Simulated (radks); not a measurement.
Valence configurations of neutral ytterbium (all share [Xe]). Calculated with a radial shooting solver on a logarithmic mesh with Libxc functionals: scalar-relativistic Kohn-Sham, PBE, spin-polarised, spherical densities, finite nucleus; open shells are filled with parallel spins first (spin-orbit coupling, left out, can overturn this in heavy ions); Fermi nuclear charge, rms radius 5.3108 fm. Energies are relative to 4f14 6s2; eigenvalues in eV for spin up.

| valence | E (eV) | moment (Bohr magnetons) | e(4f) | e(5d) | e(6p) | e(6s) |
|---|---|---|---|---|---|---|
| 4f14 6s2 | 0.000 | 0 | -3.021 | - | - | -3.920 |
| 4f14 6s1.5 6p0.5 | 1.298 | 1 | -3.786 | - | -1.670 | -4.610 |
| 4f13.5 5d0.5 6s2 | 1.759 | 1 | -6.464 | -1.412 | - | -4.419 |
| 4f14 6s1 6p1 | 2.430 | 2 | -4.427 | - | -2.064 | -5.164 |
| 4f14 5d1 6s1 | 2.773 | 2 | -2.595 | -0.939 | - | -4.314 |
| 4f13 5d1 6s2 | 4.682 | 2 | -9.969 | -2.084 | - | -4.760 |
| 4f14 6p2 | 5.556 | 2 | -5.853 | - | -2.641 | - |
| 4f13 6s2 6p1 | 5.767 | 2 | -13.123 | - | -2.410 | -6.107 |
| 4f13 5d1 6s1 6p1 | 7.140 | 4 | -11.218 | -3.305 | -2.287 | -5.885 |
| 4f12 5d1 6s1 6p2 | 19.497 | 6 | -22.027 | -6.700 | -3.267 | -7.672 |

NIST lists [Xe] 4f14 6s2 as the ground configuration; this level of theory agrees among the configurations tried. The energies are those of spherical high-spin densities, not of single terms.
